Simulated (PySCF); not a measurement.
Compound: C₆H₈ClF.
Cartesian coordinates in Å at the PBE0-D3(BJ)/def2-SVP level; atoms count from 1:
```xyz
16
C6H8ClF angstrom
F     -1.4412    2.2345    0.3123
C     -1.6328    0.8863    0.1218
C     -0.4197    0.1227    0.5868
C     -0.3455   -1.3914    0.2575
C      1.0942   -1.1906   -0.2795
C      0.8611    0.2939   -0.2016
C      1.4344    1.3617   -0.7473
Cl     2.8551    1.2384   -1.7255
H     -2.5316    0.5762    0.6834
H     -1.8090    0.7084   -0.9534
H     -0.2606    0.3181    1.6620
H     -1.0509   -1.6759   -0.5383
H     -0.4724   -2.0828    1.1015
H      1.3280   -1.5936   -1.2768
H      1.8736   -1.5367    0.4195
H      1.0479    2.3749   -0.6232
```

Level: wB97X-D/def2-SVPD in PySCF, non-relativistic, on one gas-phase PBE0-D3(BJ)/def2-SVP geometry that isn't relaxed in the solvent. The solvent is an IEF-PCM continuum (van der Waals radii × 1.2), and excitations are vertical TDDFT with non-equilibrium linear response and a frozen core. Only the electrostatic response of the medium enters.

```csv
run,E − E(gas) (kcal/mol),HOMO (eV),HOMO–LUMO gap (eV),dipole (D),lowest singlet (eV),static polarisability (au)
gas,0.00,-8.83,10.36,3.03,6.48,85.3
P,-2.01,-8.81,10.43,3.51,6.38,97.2
Q,-4.19,-8.82,10.49,4.07,6.45,113.7
```

**Question.** The runs were made in acetone and benzene. Which run belongs to which solvent?

**Answer.** P = benzene, Q = acetone. The dielectric constants are 2.271 (benzene), 20.49 (acetone), and the energy falls further as ε rises. The optical constants n² used for the excitations are 2.25, 1.85 in the same order. In this model the ground state sees the solvent through ε alone.

**Question.** How constant is the ratio of the lowering to (ε − 1)/(2ε + 1)?

**Answer.** 
| solvent | (ε − 1)/(2ε + 1) | E − E(gas) (kcal/mol) | ratio (kcal/mol) | polarisation term (kcal/mol) |
| --- | --- | --- | --- | --- |
| benzene | 0.229 | -2.01 | -8.8 | -2.17 |
| acetone | 0.464 | -4.19 | -9.0 | -4.94 |

The ratio changes by +3.1 % in size from benzene to acetone. The polarisation term is half the interaction of the solute with the induced surface charges.

The pairwise dispersion term of wB97X-D wasn't added to the energies; at a given geometry it leaves orbitals and properties as they are.
